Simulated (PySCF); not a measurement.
Vertical excitation energies

Compound: BEt2(NCO), C₅H₁₀BNO.
SMILES: `CCB(CC)N=C=O`

Computed, not measured: TDDFT PBE0/def2-SVPD, vertical, gas phase, core orbitals frozen in the response (PySCF). Isolated species at its PBE0-D3(BJ)/def2-SVP geometry (one conformer only).

```tsv
state	E (eV)	λ (nm)	ν̃ (cm⁻¹)	f	main configurations (H = HOMO, L = LUMO)
S1	4.87	254.4	39300	0.0006	H→L (98%)
S2	6.52	190.1	52620	0.0001	H-2→L (74%), H-1→L (19%)
S3	6.81	182.1	54910	0.132	H-1→L (61%), H-2→L (16%), H→L+5 (9%)
S4	6.87	180.5	55390	0.016	H→L+1 (90%)
S5	6.96	178.2	56130	0.021	H-3→L (97%)
S6	7.47	165.9	60270	0.0004	H-4→L (77%), H-5→L (14%)
S7	7.62	162.7	61480	0.010	H-5→L (81%), H-4→L (16%)
S8	7.73	160.4	62350	0.0009	H→L+2 (89%)
S9	7.91	156.8	63770	0.0001	H→L+3 (91%)
S10	8.10	153.0	65370	0.151	H-6→L (95%)
```

Triplets (Tamm–Dancoff): T1 4.57 eV, H→L (98%); T2 5.74 eV, H-1→L (85%), H-2→L (8%); T3 6.23 eV, H-2→L (79%); T4 6.46 eV, H-3→L (87%).

The lowest singlet comes at 254 nm (470 kJ/mol) in the ultraviolet; it is very weak; its leading configuration is HOMO→LUMO (98%). The most intense listed level is S10 at 8.10 eV (153 nm, f = 0.151), 3.23 eV above S1. It is the last of those listed, so stronger ones may follow. Löwdin shares by element: HOMO nitrogen 22%, oxygen 15%, boron 14%, carbon 13% or more (atoms not listed hold the other 36%); LUMO boron 31%, nitrogen 14%, carbon 12% or more, oxygen 11% (atoms not listed hold the other 31%). Weighted by f, the mean energy of these states is 7.43 eV. The oscillator strengths of these states sum to 0.332; summed over the whole spectrum of an exact calculation they would give the number of electrons, 60 (Thomas–Reiche–Kuhn). The listed states span 3.23 eV, and the widest gap between neighbours is 1.65 eV (S1 to S2). Singlets were solved by full linear response, triplets in the Tamm–Dancoff approximation.
